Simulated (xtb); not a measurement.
xtb input (GFN2-xTB):

```bash
xtb mol.xyz --gfn 2 --ohess tight --chrg -1 --uhf 0
```
mol.xyz:
```
11

C     -2.20742931    -0.21384397     0.06855447
C     -1.02372824    -0.61103766    -0.39774380
C      0.09879527     0.21890985    -0.83011140
Si     1.50640689     0.36765045     0.68323756
H     -2.52898391     0.83865995     0.04899797
H     -3.00775988    -0.91710523     0.37200494
H     -0.81055554    -1.69367891    -0.35871468
H      0.62044893    -0.20830466    -1.71352514
H     -0.26992514     1.20610023    -1.10355890
H      2.71618967     0.32186453    -0.32519421
H      1.56391644    -1.13865395     0.92718182
```

End of the output:

```
   ------------------------------------------------------------------------
    298.15    0.706918E-02    0.885744E-01    0.364468E-01    0.521276E-01
   ------------------------------------------------------------------------

         :::::::::::::::::::::::::::::::::::::::::::::::::::::
         ::                  THERMODYNAMIC                  ::
         :::::::::::::::::::::::::::::::::::::::::::::::::::::
         :: total free energy         -11.742553514149 Eh   ::
         ::.................................................::
         :: total energy              -11.794681142357 Eh   ::
         :: zero point energy           0.081505227155 Eh   ::
         :: G(RRHO) w/o ZPVE           -0.029377598948 Eh   ::
         :: G(RRHO) contrib.            0.052127628208 Eh   ::
         :::::::::::::::::::::::::::::::::::::::::::::::::::::

optimized geometry written to: xtbopt.xyz

           -------------------------------------------------
          | TOTAL ENERGY              -11.794681142357 Eh   |
          | TOTAL ENTHALPY            -11.706106733273 Eh   |
          | TOTAL FREE ENERGY         -11.742553514149 Eh   |
          | GRADIENT NORM               0.000082193605 Eh/α |
          | HOMO-LUMO GAP               1.664082799153 eV   |
           -------------------------------------------------

------------------------------------------------------------------------
------------------------------------------------------------------------
 total:
 SCF:
 ANC optimizer:
 analytical hessian:
```

It need not be the lowest isomer of its formula. Whether it binds its extra electron was not tested at this geometry.
